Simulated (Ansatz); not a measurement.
```yaml
crystal:
  periodic: [false, false, false]
  atoms:
    - {symbol: F, position_ang: [-1.655707, -2.662393, -0.383600]}
    - {symbol: In, position_ang: [-0.112679, -1.623419, -0.908826]}
    - {symbol: F, position_ang: [1.338624, -1.367706, 0.377689]}
    - {symbol: F, position_ang: [0.256398, -1.415874, -2.795182]}
    - {symbol: O, position_ang: [-0.593003, 0.439277, -0.245026]}
    - {symbol: Si, position_ang: [0.384980, 1.223984, 0.922742]}
    - {symbol: H, position_ang: [-1.322543, 0.951486, -0.602339]}
    - {symbol: H, position_ang: [0.314859, 0.474784, 2.188336]}
    - {symbol: H, position_ang: [-0.275323, 2.547491, 1.061943]}
    - {symbol: H, position_ang: [1.747695, 1.381267, 0.387163]}
basis:
  gaussian: {orbitals: def2-TZVPD}
magnetization: {spin_polarized: true, initial_magnetization: 0}
hamiltonian: {xc: {name: B97}}
output: {forces: true}
```

```sh
$ ansatz run in.yaml --threads 4 --pin off --events-out ev --progress --plain --max-ram 11315MiB
```

Shortened log:

```
Functional definition: B97
1774 factors; their error is unknown
mean field evaluation 1: about -23308.0961 eV, gradient 6.1e1 eV
mean field evaluation 2: about -23277.0936 eV, gradient 1.2e2 eV
mean field evaluation 4: about -23319.0298 eV, gradient 6.3e0 eV
mean field evaluation 8: about -23319.1478 eV, gradient 1.2e-1 eV
mean field evaluation 16: about -23319.1987 eV, gradient 5.4e-4 eV
mean field -23319.19865311 eV, -856.9647441812 hartree, gradient 2.1e-5 eV, S^2 0.000000; 0 other end points of the search recorded, 0 dependent functions left out
reference -23319.19869529 eV, -856.9647457315 hartree; 37, 37 occupied and 258, 258 virtual orbitals, 1774 factors
Total energy: -23319.19869529 eV, -856.9647457315 hartree
Atom 0 at    -1.655707    -2.662393    -0.383600 Å, force    -0.274118    -0.187850     0.092066 eV/Å
Atom 1 at    -0.112679    -1.623419    -0.908826 Å, force     0.007442    -0.104067    -0.046401 eV/Å
Atom 2 at     1.338624    -1.367706     0.377689 Å, force     0.258175    -0.024635     0.192709 eV/Å
Atom 3 at     0.256398    -1.415874    -2.795182 Å, force     0.066329     0.032675    -0.337014 eV/Å
Atom 4 at    -0.593003     0.439277    -0.245026 Å, force    -0.071857     0.048097    -0.028215 eV/Å
Atom 5 at     0.384980     1.223984     0.922742 Å, force     0.097373     0.166948     0.161777 eV/Å
Atom 6 at    -1.322543     0.951486    -0.602339 Å, force    -0.083399     0.050457    -0.044306 eV/Å
Atom 7 at     0.314859     0.474784     2.188336 Å, force     0.003526     0.022020    -0.011263 eV/Å
Atom 8 at    -0.275323     2.547491     1.061943 Å, force     0.014096    -0.012141     0.005154 eV/Å
Atom 9 at     1.747695     1.381267     0.387163 Å, force    -0.017567     0.008495     0.015494 eV/Å
Dipole moment:    -0.178909     0.888302     0.297435 e Å
```

Hardware: 4 threads of an Arm Neoverse V2 on a shared host. Wall time 29 s, peak host memory 1.5 GiB.
